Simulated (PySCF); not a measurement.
**Iodine: highly charged ions in a basis for the neutral atom**

I⁵⁺ [Kr] 4d10 5s2, I⁶⁺ [Kr] 4d10 5s1. All numbers are calculated (PySCF 2.14, a scalar-relativistic core potential, in def2-SVP with the def2 core potential (28 electrons) (4s4p2d, 26 functions)). No spin-orbit coupling, so a gap to NIST mixes the basis error with missing relativistic terms.

Changed run: basis of the neutral atom used for a highly charged ion. This setting is unsound on purpose.

```csv
species,method,sound run (hartree),changed run (hartree),converged
I⁵⁺,UHF,not run,-291.27293,yes
I⁵⁺,BP86,not run,-292.25514,yes
I⁵⁺,TPSS,not run,-292.03957,yes
I⁶⁺,UHF,not run,-288.61222,yes
I⁶⁺,BP86,not run,-289.48808,yes
I⁶⁺,TPSS,not run,-289.29477,yes
```

Ionisation energy of I⁵⁺:

```json
{"method": "UHF", "changed run (eV)": "72.402", "NIST (eV)": "74.4 ± 0.4"}
{"method": "BP86", "changed run (eV)": "75.296", "NIST (eV)": "74.4 ± 0.4"}
{"method": "TPSS", "changed run (eV)": "74.690", "NIST (eV)": "74.4 ± 0.4"}
```

The contracted functions were made for the neutral atom and can be too rigid for a highly charged ion.
